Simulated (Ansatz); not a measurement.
Ligand-field states of cis-[VF2(H2O)4]+ (VO₄F₂H₈⁺) at its PBE0-D4/def2-SVP geometry (relaxed as a triplet).

```tsv
atom	x (Å)	y (Å)	z (Å)
V1	-0.108	-0.312	-0.295
F2	-1.757	-0.893	-0.543
O3	1.574	0.790	0.448
H4	1.570	1.757	0.416
H5	2.413	0.498	0.062
F6	1.062	-1.120	-1.340
O7	-0.936	0.983	1.201
H8	-0.662	0.852	2.120
H9	-1.904	0.988	1.200
O10	0.086	-1.812	1.157
H11	0.830	-2.419	1.029
H12	-0.713	-2.362	1.130
O13	-0.360	1.089	-1.832
H14	-1.269	1.154	-2.162
H15	0.174	0.807	-2.592
```

CASSCF(2,5) on the V 3d shell in def2-SVP, averaged with equal weights over 10 triplets and 15 singlets, then SC-NEVPT2; Ansatz, no spin–orbit coupling. The space holds no ligand orbitals and no second d shell, so covalent complexes are described poorly.

Q: Estimate the states' energies above the lowest.

A: 
```csv
state,CASSCF (eV),NEVPT2 (eV)
triplet 1,0.00,0.00
triplet 2,0.45,0.56
triplet 3,0.60,0.66
triplet 4,1.80,1.99
triplet 5,1.85,2.09
triplet 6,2.06,2.33
triplet 7,3.15,3.11
triplet 8,3.47,3.76
triplet 9,3.51,3.39
triplet 10,4.49,4.61
singlet 1,1.63,1.42
singlet 2,1.72,1.52
singlet 3,2.19,2.06
singlet 4,2.21,2.11
singlet 5,2.33,2.19
singlet 6,3.39,3.36
singlet 7,3.83,3.72
singlet 8,3.90,3.90
singlet 9,3.99,3.98
singlet 10,4.07,4.07
singlet 11,4.31,4.34
singlet 12,4.82,4.91
singlet 13,5.72,5.87
singlet 14,5.86,6.03
singlet 15,8.39,8.07
```
The lowest NEVPT2 state is a triplet. Run time 19 s (4 threads of Intel Xeon 6975P-C on a shared host), peak host memory 1.1 GiB.
